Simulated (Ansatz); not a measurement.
**Energy profile**

The step: Si₃H₇F ([F][SiH]([SiH3])[SiH3]) → Si₂H₄ ([SiH][SiH3]) + SiH₃F ([F][SiH3]); bonds formed: Si1–F3; bonds broken: Si1–Si2, Si2–F3 (atoms numbered as in the saddle structure below).

Si1  (-1.347, -1.670, 0.356)
Si2  (-0.308, 0.352, -0.766)
F3  (0.338, -1.346, -0.196)
H4  (0.137, 0.270, -2.200)
Si5  (1.317, 1.804, 0.131)
H6  (-1.794, -0.951, 1.569)
H7  (-2.401, -1.885, -0.663)
H8  (-0.907, -3.025, 0.797)
H9  (1.014, 3.173, -0.377)
H10  (1.244, 1.835, 1.617)
H11  (2.706, 1.444, -0.268)
(Å)

Electronic energies by CCSD(T) at an estimated basis limit (MP2 extrapolated from triple and quadruple zeta, plus CCSD(T) − MP2 in triple zeta), on PBE0-D4/def2-TZVP structures; Si$_{3}$H$_{7}$F, closed shell; no counterpoise correction. Computed with Ansatz 0.2.0 (basis: def2-TZVPP and def2-QZVPP); correlated methods freeze the cores. Extrapolation: Hartree–Fock as exp(−7.88 √X), correlation as X^−2.97.

Q: Give the profile in eV, counted from the start structure. (To be estimated.)

A: The calculation gives:
| point | eV |
| --- | --- |
| start structure | 0.000 |
| saddle | 2.300 |
| end structure | 2.017 |
| separated: SiH$_{3}$F (linked as [F][SiH3]; Si1, F3, H6, H7, H8; singlet) + Si$_{2}$H$_{4}$ (linked as [SiH][SiH3]; Si2, H4, Si5, H9, H10, H11; singlet) | 2.283 |

The T1 diagnostic stays at or below 0.016. The restricted Hartree–Fock reference is unstable towards an unrestricted one at one or more of these structures.

Losses and insertions of silylenes and their heavier kin drive the gas-phase chemistry of silicon and germanium vapour deposition.

For scale, one of the runs: CCSD(T)/def2-TZVPP, 255 basis functions, launched by `ansatz run in.yaml --threads 4 --pin off --events-out ev --progress --plain --max-ram 9574MiB`. Hardware: 4 CPU threads of an Intel Xeon, shared host. Wall time 2.1 min; peak host memory 5.1 GiB.
